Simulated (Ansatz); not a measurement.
C$_{2}$H$_{9}$InO$_{3}$S (`C[S+](C)[In-]([OH])([OH])[OH]`), one more setting.

```yaml
crystal:
  periodic: [false, false, false]
  atoms:
    - {symbol: C, position_ang: [-0.131987, 0.971225, 1.918377]}
    - {symbol: S, position_ang: [1.206185, 0.253677, 0.829503]}
    - {symbol: C, position_ang: [1.480380, -1.644059, 0.871799]}
    - {symbol: In, position_ang: [-0.487304, 0.755077, -1.567053]}
    - {symbol: O, position_ang: [0.750403, 0.166750, -3.055792]}
    - {symbol: O, position_ang: [-1.410739, 1.900467, -1.147219]}
    - {symbol: O, position_ang: [-1.664379, -1.127099, -1.096800]}
    - {symbol: H, position_ang: [-1.016488, -0.004083, 1.575837]}
    - {symbol: H, position_ang: [0.053559, 0.337894, 3.006883]}
    - {symbol: H, position_ang: [-0.360248, 1.698316, 1.879112]}
    - {symbol: H, position_ang: [1.920091, -1.923630, -0.116545]}
    - {symbol: H, position_ang: [0.118318, -1.656553, 0.386496]}
    - {symbol: H, position_ang: [1.562745, -1.772469, 1.693946]}
    - {symbol: H, position_ang: [0.673246, -0.316686, -3.601632]}
    - {symbol: H, position_ang: [-1.131811, 3.388168, -1.514349]}
    - {symbol: H, position_ang: [-2.383046, -0.894626, -0.832856]}
basis:
  gaussian: {orbitals: def2-mTZVP, fitting: {mean_field: def2-universal-jkfit}}
hamiltonian: {xc: {name: PBE-QIDH}}
output: {forces: true}
```

```sh
$ ansatz run in.yaml --threads 2 --pin off --events-out ev --progress --plain --max-ram 31744MiB --backend cpu
```

Shortened log:

```
Functional definition: PBE-QIDH
889 factors; integrals over basis functions are off by at most 8.8e-1 eV
mean field evaluation 1: about -24299.2067 eV, gradient 9.4e1 eV
mean field evaluation 2: about -24299.2074 eV, gradient 9.4e1 eV
mean field evaluation 4: about -24315.0131 eV, gradient 1.4e1 eV
mean field evaluation 8: about -24315.4989 eV, gradient 2.1e-1 eV
mean field evaluation 16: about -24315.4990 eV, gradient 5.7e-4 eV
mean field -24315.49903992 eV, -893.5781080798 hartree, gradient 6.2e-6 eV, S^2 0.000000; 0 other end points of the search recorded, 0 dependent functions left out; unrestricted orbitals would lower it
14 core orbitals not correlated: weight in the atoms' cores, before any rotation towards them, 0.999 or more for the frozen orbitals, at most 0.000 for the correlated occupied ones
reference -24315.49906343 eV, -893.5781089437 hartree; 27, 27 occupied and 154, 154 virtual orbitals, 889 factors
second order -37.15668394 eV of doubles, -0.00000000 eV of singles
Total energy: -24327.88462474 eV, -894.0332699267 hartree
Atom 0 at    -0.131987     0.971225     1.918377 Å, force     7.515837   -40.113307     3.686812 eV/Å
Atom 1 at     1.206185     0.253677     0.829503 Å, force     1.959453     2.574706    -1.378756 eV/Å
Atom 2 at     1.480380    -1.644059     0.871799 Å, force    -9.254108     6.049866   -21.124440 eV/Å
Atom 3 at    -0.487304     0.755077    -1.567053 Å, force    17.107427   -24.819393    -8.641233 eV/Å
Atom 4 at     0.750403     0.166750    -3.055792 Å, force     3.180009    19.599164    22.010573 eV/Å
Atom 5 at    -1.410739     1.900467    -1.147219 Å, force   -16.298660    27.607923     6.865207 eV/Å
Atom 6 at    -1.664379    -1.127099    -1.096800 Å, force    15.370188    -2.762102    -5.278409 eV/Å
Atom 7 at    -1.016488    -0.004083     1.575837 Å, force     1.639037     3.887934     0.890006 eV/Å
Atom 8 at     0.053559     0.337894     3.006883 Å, force    -0.365873     3.202080    -2.717480 eV/Å
Atom 9 at    -0.360248     1.698316     1.879112 Å, force    -8.961506    30.250302    -1.911401 eV/Å
Atom 10 at     1.920091    -1.923630    -0.116545 Å, force     0.460973     0.273317     1.872529 eV/Å
Atom 11 at     0.118318    -1.656553     0.386496 Å, force     3.663989    -1.465783     1.985491 eV/Å
Atom 12 at     1.562745    -1.772469     1.693946 Å, force     2.681213    -4.512449    17.992077 eV/Å
Atom 13 at     0.673246    -0.316686    -3.601632 Å, force    -3.564192   -18.946887   -20.817003 eV/Å
Atom 14 at    -1.131811     3.388168    -1.514349 Å, force    -1.095994    -5.246598     1.355369 eV/Å
Atom 15 at    -2.383046    -0.894626    -0.832856 Å, force   -14.037794     4.421226     5.210657 eV/Å
Dipole moment:     0.089431     0.678559     0.569826 e Å
```

It took 19 s on 2 threads of a server CPU on a shared host, with 0.88 GiB of host memory at the peak.
